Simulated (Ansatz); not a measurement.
The first iterations of a band of AlCl2H3Si + H2 (9 atoms, charge 0, multiplicity 1).

All numbers below come from RKS B3LYP-D4/6-31G* in Ansatz 0.2.0.

```json
{
  "movable images": "5",
  "climbing image": "yes",
  "spring": "5.0 eV/Å²",
  "optimiser": "quadratic models (default)",
  "start path": "through a guess of the saddle point",
  "force threshold": "0.05 eV/Å",
  "iteration limit": "60",
  "end points": "relaxed"
}
```

Initial state:

```xyz
9
Properties=species:S:1:pos:R:3
Al -0.462 1.060 -0.373
Si 1.456 -0.441 -0.387
Cl -1.952 0.978 -1.866
Cl -0.677 2.580 1.078
H -1.673 -1.166 1.382
H -2.289 -0.750 1.345
H 2.572 0.172 -1.160
H 1.928 -0.695 1.001
H 1.097 -1.738 -1.021
```

Final state:

```xyz
9
Properties=species:S:1:pos:R:3
Al -1.563 0.798 0.236
Si 1.311 -0.785 -0.136
Cl -1.733 0.802 -1.876
Cl -0.503 2.411 1.107
H -0.097 -0.560 0.362
H -2.517 -0.091 1.108
H 1.708 0.402 -0.919
H 2.139 -0.964 1.078
H 1.253 -2.013 -0.960
```

| iteration | highest image above the first end (eV) | largest band force component (eV/Å) |
| --- | --- | --- |
| 1 | 1.949 | 3.311 |
| 2 | 1.255 | 0.829 |

Question: Does the band converge within its limit, and where does its top end?

Answer: It converged. It ended after 8 iterations with the highest image 1.561 eV above the first end. A vibrational analysis at the climbing image gives one clearly imaginary mode, 1357i cm⁻¹: a first-order saddle point. The orbitals stay closed-shell, which can raise the energy where a bond breaks towards radicals; this wasn't checked here.

Run time: 100 s on 2 threads of Intel(R) Xeon(R) Platinum 8375C CPU @ 2.90GHz (Ice Lake), with other jobs on the host, peak memory 0.21 GiB.
